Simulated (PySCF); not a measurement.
SMILES c1csc(c1)[SiH2][SiH3], GFN2-xTB optimised geometry.

```
15

Si    -0.56     3.07     2.13
Si     0.04     2.25     0.06
C     -0.19     0.39     0.00
C      0.75    -0.60     0.00
C      0.22    -1.91     0.00
C     -1.14    -1.91     0.00
S     -1.78    -0.31     0.00
H     -2.02     3.17     2.29
H     -0.01     4.41     2.35
H     -0.08     2.23     3.23
H     -0.76     2.80    -1.05
H      1.45     2.46    -0.30
H      1.81    -0.39     0.00
H      0.82    -2.80     0.00
H     -1.81    -2.74     0.00
```

Density from B3LYP/def2-TZVP run with PySCF at that geometry.

Minimum of the electron density along straight lines between bonded atoms, close to the bond critical point (lines longer than 1.1 times the sum of covalent radii, or with two minima, are not listed):

| bond | length / Å | ρ at the minimum / e bohr⁻³ | ∇²ρ there / e bohr⁻⁵ | position (fraction from the first atom) |
|---|---|---|---|---|
| Si1–Si2 | 2.314 | 0.099 | -0.18 | 0.49 |
| Si2–C3 | 1.877 | 0.116 | 0.23 | 0.39 |
| C3–C4 | 1.364 | 0.332 | -0.98 | 0.51 |
| C4–C5 | 1.411 | 0.307 | -0.89 | 0.50 |
| C5–C6 | 1.357 | 0.337 | -1.01 | 0.49 |
| C3–S7 | 1.737 | 0.210 | -0.40 | 0.47 |
| C6–S7 | 1.718 | 0.218 | -0.46 | 0.48 |
| Si1–H8 | 1.466 | 0.123 | 0.19 | 0.49 |
| Si1–H9 | 1.465 | 0.123 | 0.19 | 0.49 |
| Si1–H10 | 1.467 | 0.123 | 0.19 | 0.49 |
| Si2–H11 | 1.470 | 0.123 | 0.18 | 0.49 |
| Si2–H12 | 1.470 | 0.123 | 0.18 | 0.49 |
| C4–H13 | 1.076 | 0.291 | -1.05 | 0.65 |
| C5–H14 | 1.076 | 0.290 | -1.05 | 0.65 |
| C6–H15 | 1.072 | 0.292 | -1.06 | 0.65 |
